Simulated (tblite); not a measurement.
Species: C7H11O (doublet state).
Cartesian coordinates in Å at the GFN2-xTB level; atoms count from 1:
```
atom  x, y, z in Å
C1    -2.4169    0.4272   -1.2311
C2    -1.3734    0.0877   -0.4182
C3    -1.1388   -1.1411    0.1725
C4     0.1033   -1.1456    0.9807
C5     0.8434    0.1376    0.5509
C6     1.8736   -0.1742   -0.5367
O7     1.4702    0.6941    1.6903
C8    -0.2776    1.0427   -0.0117
H9    -3.1767   -0.2898   -1.4840
H10   -2.5111    1.4166   -1.6395
H11   -1.7802   -1.9992    0.0831
H12   -0.1171   -1.0746    2.0520
H13    0.7080   -2.0428    0.8351
H14    2.6412   -0.8383   -0.1444
H15    1.3847   -0.6548   -1.3800
H16    2.3522    0.7407   -0.8848
H17    1.9847    1.4611    1.4165
H18   -0.6428    1.6990    0.7827
H19    0.0635    1.6629   -0.8410
```

Computed geometry: GFN2-xTB, gas phase. This method treats the open shell by occupation alone, without spin polarisation.

Masses are those of the commonest isotopes; rigid-rotor values at the optimised geometry. The values belong to one conformer with, in the numbering `[CH2:1]=[C:2]1[CH:3][CH2:4][C@:5]([CH3:6])([OH:7])[CH2:8]1`, C4–C5–O7–H 176°, C1–C2–C3–C4 179°, C2–C3–C4–C5 -14°, C3–C4–C5–C6 -96°, C4–C5–C8–C2 -24°.

Task: Give the principal moments of inertia and the rotational constants in MHz.

Result: Ia = 134.26, Ib = 326.66, Ic = 353.04 u·Å²; 505379 MHz·u·Å²/I gives A = 3764, B = 1547, C = 1432 MHz.

Task: Classify the top.

Result: A near-prolate asymmetric top: κ = (2 × 1547 − 3764 − 1432)/(3764 − 1432) = -0.90.

Task: What does the inertial defect say?

Result: Not planar: Δ = Ic − Ia − Ib = -107.89 u·Å². For a rigid frame Δ = −2 Σ m c², so Σ m c² = 53.94 u·Å² lies off the ab plane: 14.26 from hydrogen and 39.69 from heavier atoms. The atom farthest from that plane is 2.12 Å away.

Task: Give the other two planar moments, Paa and Pbb, and the rms extents of the mass along the axes.

Result: Paa = Σ m a² = (Ib + Ic − Ia)/2 = 272.72 and Pbb = Σ m b² = (Ia + Ic − Ib)/2 = 80.32 u·Å². With the mass M = 111.08 u, the rms extents √(P/M) along a, b and c are 1.57, 0.85, 0.70 Å.

Task: Where do the levels up to J = 5 lie, in MHz?

Result: Above 0(0,0):
J = 1: 1(0,1) 2979, 1(1,1) 5196, 1(1,0) 5311
J = 2: 2(0,2) 8931, 2(1,2) 11037, 2(1,1) 11384, 2(2,1) 18035, 2(2,0) 18039
J = 3: 3(0,3) 17850, 3(1,3) 19797, 3(1,2) 20491, 3(2,2) 26971, 3(2,1) 26993, 3(3,1) 38347, 3(3,0) 38348
J = 4: 4(0,4) 29721, 4(1,4) 31472, 4(1,3) 32627, 4(2,3) 38882, 4(2,2) 38948, 4(3,2) 50270, 4(3,1) 50271, 4(4,1) 66186, 4(4,0) 66186
J = 5: 5(0,5) 44528, 5(1,5) 46058, 5(1,4) 47789, 5(2,4) 53765, 5(2,3) 53917, 5(3,3) 65178, 5(3,2) 65181, 5(4,2) 81089, 5(4,1) 81089, 5(5,1) 101553, 5(5,0) 101553
The levels of one J sum to (2J + 1)J(J + 1)(A + B + C)/3.

Task: Estimate the classical rotational partition function at 25 K, 200 K and 298.15 K.

Result: Point group C1, symmetry number σ = 1; q = (√π/σ)·√((kT/h)³/(ABC)), k/h = 20836.6 MHz/K: 7300 at 25 K, 165000 at 200 K, 301000 at 298.15 K.

For this open shell read J as N, the rotation without spin; fine and hyperfine splittings come on top. Its GFN2-xTB frequencies are all real (lowest 70 cm⁻¹). These are rigid-rotor constants of the computed structure; measured ground-state constants (B0) also hold zero-point vibration.
